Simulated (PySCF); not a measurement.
Isomers of C2H11NSi2. The calculation used TDDFT CAM-B3LYP/def2-SVPD, vertical, gas phase, core orbitals frozen in the response (PySCF). Geometries: GFN2-xTB; one conformer of each isolated species. Triplets are in the Tamm–Dancoff approximation. 'Strongest' means the level of largest summed f among the lowest 8 singlets; it needn't be the same kind of state in each.

**Question.** Rank by computed lowest singlet excitation energy, lowest first.
A. `CN(C)[SiH2][SiH3]`
B. `CN[SiH2][SiH2]C`
C. `C[Si@@H](N)C[SiH3]`
D. `CN[SiH2]C[SiH3]`
E. `CC[SiH2]N[SiH3]`
F. `N[SiH2]CC[SiH3]`

**Answer.** A (5.17 eV), B (5.61 eV), D (5.99 eV), E (6.16 eV), F (6.37 eV), C (6.56 eV).

```
            SMILES  S1 (eV)  α (au)  gap (eV)  f (S1)  strongest (eV)  S1 mainly
 CN(C)[SiH2][SiH3]     5.17    90.6      8.41   0.018            6.49  H→L (95%)
   CN[SiH2][SiH2]C     5.61    89.9      8.96   0.003            7.14  H→L (88%)
   CN[SiH2]C[SiH3]     5.99    86.1      9.24   0.002            7.82  H→L (47%)
   CC[SiH2]N[SiH3]     6.16    84.9      9.55   0.003            7.66  H→L (95%)
   N[SiH2]CC[SiH3]     6.37    85.8      9.81   0.017            8.20  H→L (86%)
C[Si@@H](N)C[SiH3]     6.56    86.5      9.83   0.019            8.21  H→L (73%)
```

H and L stand for HOMO and LUMO.

- `CN(C)[SiH2][SiH3]`: Löwdin shares by element: HOMO nitrogen 50%, silicon 16%, carbon 8% or more (atoms not listed hold the other 26%); LUMO silicon 42%, carbon 16% (atoms not listed hold the other 41%).
- `CN[SiH2][SiH2]C`: Löwdin shares by element: HOMO nitrogen 56%, silicon 11% or more, carbon 11% or more, hydrogen 7% or more (atoms not listed hold the other 16%); LUMO silicon 38%, hydrogen 9% or more, carbon 9% or more (atoms not listed hold the other 44%).
- `CN[SiH2]C[SiH3]`: Löwdin shares by element: HOMO nitrogen 56%, carbon 11% or more, silicon 10% or more, hydrogen 7% or more (atoms not listed hold the other 17%); LUMO silicon 36%, carbon 20% (atoms not listed hold the other 44%).
- `CC[SiH2]N[SiH3]`: Löwdin shares by element: HOMO nitrogen 54%, silicon 21%, hydrogen 6% or more (atoms not listed hold the other 18%); LUMO silicon 42%, hydrogen 11% or more, nitrogen 9% (atoms not listed hold the other 38%).
- `N[SiH2]CC[SiH3]`: Löwdin shares by element: HOMO nitrogen 58%, hydrogen 15% or more, silicon 14% or more; LUMO silicon 28% or more, hydrogen 22% or more, nitrogen 11% (atoms not listed hold the other 40%).
- `C[Si@@H](N)C[SiH3]`: Löwdin shares by element: HOMO nitrogen 57%, hydrogen 16% or more, silicon 14% or more; LUMO silicon 42%, hydrogen 17% or more (atoms not listed hold the other 41%).
